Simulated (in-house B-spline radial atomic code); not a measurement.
Ar⁷⁺. Computed with a B-spline radial atomic code. Model: all-electron spherical atom, spin shells full or empty, radial basis limit, no spin-orbit coupling, Breit or QED, empty-state partial waves extrapolated as (l+1/2)^-4, RPA, G0W0 and static COHSEX of the highest shell as one setting changes (uncorrelated shells keep exact exchange).

Empty levels are discrete states of a finite basis, so the steps are uneven.

Given: element Ar; charge 7; filled core Ne; hamiltonian non-relativistic; mean-field start PBE0; highest l of empty states 9; lowest nl shells left uncorrelated 2; highest mean-field shell 3s up; box radius 8.41 bohr.

Shell: 3s 1 0 (electrons up and down).

| highest empty level kept (hartree) | RPA correlation energy (hartree) | G0W0 level (eV) | G0W0 minus most complete (meV) | COHSEX level (eV) | linearised minus solved G0W0 (meV) |
| --- | --- | --- | --- | --- | --- |
| 21.33 | -0.21393 | -144.15 | 135.9 | -145.85 | 20.3 |
| 42.67 | -0.29003 | -144.2 | 92.7 | -145.98 | 20.6 |
| 74.67 | -0.33118 | -144.23 | 55.9 | -146.1 | 20.8 |
| 128 | -0.35502 | -144.26 | 29 | -146.18 | 20.9 |
| 213.33 | ? | ? | ? | ? | ? |
| 384 | -0.38038 | -144.29 | 4.4 | -146.25 | 21 |
| 640 | -0.38338 | -144.29 | 1.7 | -146.26 | 21.1 |
| 1280 | ? | ? | ? | ? | ? |
| 2560 | -0.38526 | -144.29 | 0.1 | -146.26 | 21.1 |
| 5333.3 | -0.38532 | -144.29 | 0 | -146.26 | 21.1 |
| 12800 | -0.38533 | -144.29 | 0 | -146.26 | 21.1 |
| 42667 | -0.38533 | -144.29 | 0 | -146.26 | 21.1 |

(1) What follows for highest empty level kept = 213.33?

(2) What follows for highest empty level kept = 1280?

## Answers

(1) RPA correlation energy -0.37087 hartree; G0W0 level -144.28 eV; G0W0 minus most complete 14.2 meV; COHSEX level -146.22 eV; linearised minus solved G0W0 21 meV.

(2) RPA correlation energy -0.38497 hartree; G0W0 level -144.29 eV; G0W0 minus most complete 0.3 meV; COHSEX level -146.26 eV; linearised minus solved G0W0 21.1 meV.
